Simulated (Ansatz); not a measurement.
Calculation: Ansatz (a quantum-chemistry and plane-wave program) with frozen-core CCSD(T)/cc-pVTZ // r2SCAN-D4/def2-TZVP.

Ansatz 0.2 input:
```yaml
crystal:
  periodic: [false, false, false]
  atoms:
    - { symbol: N, position_ang: [-0.104502, 1.833842, -0.958673] }
    - { symbol: Ga, position_ang: [-0.012422, 0.222126, -0.115795] }
    - { symbol: Si, position_ang: [-2.131853, -0.802174, 0.360962] }
    - { symbol: Si, position_ang: [2.209788, -0.559933, 0.351827] }
    - { symbol: H, position_ang: [0.698899, 2.382298, -1.224125] }
    - { symbol: H, position_ang: [-0.96585, 2.288919, -1.217952] }
    - { symbol: H, position_ang: [-3.276152, 0.046302, -0.075846] }
    - { symbol: H, position_ang: [-2.254452, -2.117598, -0.327358] }
    - { symbol: H, position_ang: [-2.286186, -1.056109, 1.820434] }
    - { symbol: H, position_ang: [2.402828, -0.772681, 1.813382] }
    - { symbol: H, position_ang: [3.252204, 0.399973, -0.108515] }
    - { symbol: H, position_ang: [2.467697, -1.864968, -0.318343] }
basis:
  gaussian: { orbitals: cc-pVTZ }
correlation:
  method: ccsd_t
```

Output:

```
Functional definition: HF
1478 factors; integrals over basis functions are off by at most 9.3e-4 eV
mean field evaluation 1: about -69665.7163 eV, gradient 3.9e1 eV
mean field evaluation 2: about -69665.8515 eV, gradient 3.9e1 eV
mean field evaluation 4: about -69669.9016 eV, gradient 3.9e0 eV
mean field evaluation 8: about -69669.9858 eV, gradient 1.3e-1 eV
mean field evaluation 16: about -69668.4045 eV, gradient 2.5e1 eV
mean field -69669.98587312 eV, -2560.3247568245 hartree, gradient 3.4e-6 eV, S^2 0.000000; 0 other end points of the search recorded, 0 dependent functions left out
20 core orbitals not correlated
reference -69669.98587312 eV, -2560.3247568245 hartree; 17, 17 occupied and 216, 216 virtual orbitals, 1478 factors
second order -17.35122954 eV of doubles, -0.00000000 eV of singles
cycle   1  -18.20892515 eV  change   -8.6e-1 eV  update   1.2e-1
cycle   2  -18.84443508 eV  change   -6.4e-1 eV  update   3.6e-2
cycle   3  -18.96825981 eV  change   -1.2e-1 eV  update   2.1e-2
cycle   4  -18.95861657 eV  change    9.6e-3 eV  update   5.9e-3
cycle   5  -18.95767101 eV  change    9.5e-4 eV  update   3.4e-3
cycle   6  -18.95730881 eV  change    3.6e-4 eV  update   1.1e-3
cycle   7  -18.95699318 eV  change    3.2e-4 eV  update   4.9e-4
cycle   8  -18.95719103 eV  change   -2.0e-4 eV  update   1.6e-4
cycle   9  -18.95724637 eV  change   -5.5e-5 eV  update   4.8e-5
cycle  10  -18.95723079 eV  change    1.6e-5 eV  update   1.6e-5
perturbative correction -0.78061995 eV, -0.0286872541 hartree
Total energy: -69689.72372386 eV, -2561.0501094603 hartree
```

Cost: roughly 9 core-minutes.
